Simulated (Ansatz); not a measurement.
## Energy profile

The step: CH₆Si ([CH3][SiH3]) + HF → CH₅FSi ([CH3][SiH2][F]) + H₂; bonds formed: Si1–F7, H2–H6; bonds broken: Si1–H2, H6–F7 (atoms numbered as in the saddle structure below).

Si1  (-0.102, -0.667, 0.091)
H2  (1.486, -1.082, -0.371)
H3  (-0.452, -1.511, -1.099)
H4  (-0.711, -1.402, 1.221)
C5  (-0.686, 1.042, -0.336)
H6  (1.659, -0.588, 0.437)
F7  (1.215, 0.039, 1.375)
H8  (-0.703, 1.689, 0.540)
H9  (-1.684, 0.989, -0.779)
H10  (-0.020, 1.491, -1.078)
(Å)

Electronic energies by CCSD(T) at an estimated basis limit (MP2 extrapolated from triple and quadruple zeta, plus CCSD(T) − MP2 in triple zeta), on PBE0-D4/def2-TZVP structures; CH7FSi, closed shell; no counterpoise correction. Program: Ansatz 0.2.0. Basis: def2-TZVPP and def2-QZVPP. Cores are frozen in the correlated methods. Extrapolation: Hartree–Fock as exp(−7.88 √X), correlation as X^−2.97.

(1) Give the profile in kJ/mol, counted from the separated reactants. (Judge from chemistry; the value comes from the calculation.)

The T1 diagnostic stays at or below 0.013.

Answers

(1) Computed:
| point | kJ/mol |
| --- | --- |
| separated: CH6Si (linked as [CH3][SiH3]; Si1, H2, H3, H4, C5, H8, H9, H10; singlet) + HF (H6, F7; singlet) | 0.0 |
| start structure | -9.1 |
| saddle | 136.3 |
| end structure | -118.9 |
| separated: CH5FSi (linked as [CH3][SiH2][F]; Si1, H3, H4, C5, F7, H8, H9, H10; singlet) + H2 (H2, H6; singlet) | -116.4 |

For scale, one of the runs: CCSD(T)/def2-TZVPP, 202 basis functions, launched by `ansatz run in.yaml --threads 2 --pin off --events-out ev --progress --plain --max-ram 4352MiB`. Hardware: 2 CPU threads of an Arm Neoverse V2, shared host. Wall time 62 s; peak host memory 2.5 GiB.
